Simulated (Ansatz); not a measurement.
Tetramethylammonium hexafluoroantimonate, `C[N+](C)(C)C.[F][Sb-]([F])([F])([F])([F])[F]` was relaxed with PBE-D4 (def2-SVP) in Ansatz in these states: charge -1 doublet, neutral singlet. The geometries follow in no particular order.

In the def2 sets Sb takes a core potential; there is no spin–orbit coupling.

A:

```xyz
24

C     1.540   -0.336   -0.210
N     0.400   -1.047    0.486
C    -0.695   -1.338   -0.516
C    -0.149   -0.160    1.582
C     0.891   -2.324    1.075
H     1.250    0.743   -0.318
H     2.437   -0.440    0.431
H     1.692   -0.805   -1.197
H    -0.378   -2.222   -1.105
H    -1.630   -1.537    0.037
H    -0.798   -0.438   -1.176
H     0.700    0.312    2.107
H    -0.804    0.610    1.097
H    -0.739   -0.803    2.265
H     1.619   -2.099    1.878
H     1.381   -2.924    0.284
H     0.034   -2.886    1.493
F     0.165    3.820   -2.362
Sb   -0.999    2.618   -1.216
F    -1.689    4.167   -0.104
F     0.624    2.306    0.174
F    -2.558    2.712   -2.508
F    -2.064    1.204    0.018
F    -0.229    0.865   -2.212
```

B:

Cartesian coordinates in Å:
```
C 0.549 1.323 -0.746
N 0.971 0.638 0.530
C 1.398 -0.774 0.219
C -0.196 0.605 1.484
C 2.110 1.384 1.150
H -0.322 0.782 -1.158
H 0.279 2.368 -0.506
H 1.397 1.296 -1.454
H 2.261 -0.732 -0.470
H 1.683 -1.267 1.166
H 0.549 -1.297 -0.255
H -0.517 1.644 1.679
H -1.013 0.030 1.013
H 0.133 0.119 2.420
H 1.781 2.412 1.391
H 2.953 1.418 0.436
H 2.423 0.865 2.074
F -3.227 -1.041 -2.974
Sb -2.404 -1.583 -1.314
F -4.102 -1.839 -0.433
F -2.358 0.300 -0.704
F -2.285 -3.434 -1.852
F -1.450 -1.992 0.371
F -0.611 -1.226 -2.069
```

Q: Judge from the bond lengths which geometry belongs to which state (an estimate).

A: A is the charge -1 doublet (Sb19–F24 2.158 Å, Sb19–F23 2.158 Å, Sb19–F21 2.159 Å); B is the neutral singlet (Sb19–F24 1.978 Å, Sb19–F23 1.978 Å, Sb19–F21 1.980 Å).

At PBE-D4/def2-SVP the highest occupied level of the relaxed charge -1 doublet lies above zero (up to 1.21 eV). By energy differences its removal costs 0.60 eV (each at its own geometry, to the charge 0 singlet, at PBE-D4/def2-SVP); self-interaction error and the lack of diffuse functions both raise the level.
